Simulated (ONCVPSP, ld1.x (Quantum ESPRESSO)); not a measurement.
# Potentials for Co compared

Generated with ld1.x 7.5 (TM, RRKJ, ultrasoft, PAW), atompaw 4.2 or ONCVPSP 4.0.1. The cutoff is in Ry: for ld1.x and atompaw files where the sum of valence levels is converged to 10 mRy in a Bessel basis, for ONCV files where the hardest occupied wave has 1 mHa per electron of residual kinetic energy. The error is the largest all-electron minus pseudo excitation energy over each file’s own four to seven test configurations (ionisations up to +4, promotions, holes and added fractions of an electron), all of which were solved. The labels leave out finer settings (local radius, basis sizes, second energies), which also bear on the numbers. Spin-polarised tests are not counted. The rows are a selection from randomly drawn settings: files with unsolved tests, undetermined cutoffs or missed reference levels are left out.

```csv
potential,cutoff (Ry),largest error (meV),bound ghosts
"ONCV, PBE, scalar-relativistic, rc 1.35/0.85/0.95 (spd), local smoothed, core correction no, reference 3s2 3p6 3d8 4s1, qcut 9.2/11.5/18.7, projectors 3/1/2",234,+4.8,none
"ONCV, PBE, scalar-relativistic, rc 1.15/1.25/1.65 (spd), local smoothed, core correction yes, reference 3s2 3p6 3d7, qcut 8.6/9.6/10.7, projectors 1/2/3",81,+351,none
"ONCV, PBE, scalar-relativistic, rc 1.25/1.15/1.35/1.45 (spdf), local smoothed, core correction yes, reference 3s2 3p6 3d7 4s1, qcut 9.5/11.2/12/8.6, projectors 2/2/2/2",111,+15,none
"ONCV, PBE, scalar-relativistic, rc 1.15/0.80/1.35 (spd), local smoothed, core correction yes, reference 3s2 3p6 3d7.5 4s1.5, qcut 10.9/9.3/10.6, projectors 2/2/1",400,-178,none
"ONCV, LDA (Perdew-Zunger), fully relativistic, rc 1.25/0.85/1.70 (spd), local smoothed, core correction no, reference 3s2 3p6 3d7 4s2, qcut 10.2/7.9/11, projectors 2/2/2",83,+80,none
"TM, PW91, scalar-relativistic, rc 2.50/3.45/1.65 (spd), local s, core correction yes, reference 3d7 4s2 4p0",100,-473,none
```

Q: Fill in the row for Co: ONCV, PBE, scalar-relativistic, rc 1.35/0.85/1.45/1.40 (spdf), local smoothed, core correction yes, reference 3s2 3p6 3d8 4s1, qcut 8.8/7.9/9.4/9.1, projectors 2/2/2/3.

A: cutoff 76 Ry, largest error -110 meV, bound ghosts: none.

Q: Fill in the row for Co: ONCV, PBE, scalar-relativistic, rc 0.75/1.25/0.90 (spd), local smoothed, core correction yes, reference 3s2 3p6 3d6, qcut 10.1/11.6/14.4, projectors 2/2/2.

A: cutoff 314 Ry, largest error +6.5 meV, bound ghosts: none.
